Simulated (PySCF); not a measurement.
Si(H)(OH)2(SH) (H₄O₂SSi), SMILES O[SiH](O)S. Atoms are numbered in the order given.

```xyz
8

Si    -0.5469    -0.0162    -0.2324
O     -0.3065    -1.0233    -1.5213
O     -1.0927    -0.9310     1.0419
S      1.2401     0.9551     0.4876
H     -1.5054     0.9915    -0.7289
H      0.3143    -1.7537    -1.3842
H     -1.0800    -0.5182     1.9169
H      1.2797     1.8602    -0.5169
```

Geometry optimised at TPSSh-D3(BJ)/def2-SVP. Other conformers were not sampled.

These are B3LYP/pcSseg-1 (PySCF) values and carry that method's errors.

GIAO shieldings, no solvent; atoms listed in one row are averaged. δ = σ(ref) − σ: ²⁹Si against TMS (σ = 338.7 ppm); ¹⁷O against H2O (σ = 333.8 ppm); ³³S against H2S (σ = 695.8 ppm); ¹H against TMS (σ = 31.68 ppm), references at their B3LYP-D3(BJ)/def2-TZVP geometries, non-relativistic.

Problem. Estimate the chemical shifts. (An estimate is asked for; the answer gives what the named calculation found.)

Solution. 
| nucleus | atoms | count | δ (ppm) |
|---|---|---|---|
| ²⁹Si | Si1 | 1 | -18.6 |
| ¹⁷O | O2 | 1 | 81.0 |
| ¹⁷O | O3 | 1 | 69.0 |
| ³³S | S4 | 1 | 52.0 |
| ¹H | H5 | 1 | 5.42 |
| ¹H | H6 | 1 | 2.58 |
| ¹H | H7 | 1 | 1.94 |
| ¹H | H8 | 1 | 0.86 |
